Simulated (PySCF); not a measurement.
Al(AsH2)(Me)2 (C2H8AlAs), SMILES [CH3][Al]([CH3])[AsH2].

Geometry: PBE-D3(BJ)/def2-SVP. The structure was generated by enumeration; whether it is a known compound was not checked.

Two levels are set side by side: PBE/def2-TZVP (PySCF) and r2SCAN/def2-TZVP (PySCF). Same geometry, gas phase. Differences are taken from unrounded values.

```
quantity                     r2SCAN
---------------------------  ------
orbital gap (eV)               4.61
highest occupied level (eV)   -5.97
lowest empty level (eV)       -1.36
dipole moment (D)              1.36
mean polarisability (bohr³)    87.6
```

Task: What does PBE give, and how far is it from r2SCAN? (An estimate is asked for; the answer gives what the named calculation found.)

Result: 
```tsv
quantity	PBE	PBE minus r2SCAN
orbital gap (eV)	4.08	-0.53
highest occupied level (eV)	-5.72	0.25
lowest empty level (eV)	-1.64	-0.28
dipole moment (D)	1.23	-0.12
mean polarisability (bohr³)	90.1	2.5
```

Rough cost on one machine, each run with all the roots and properties that it gave: r2SCAN against PBE about 3 times.
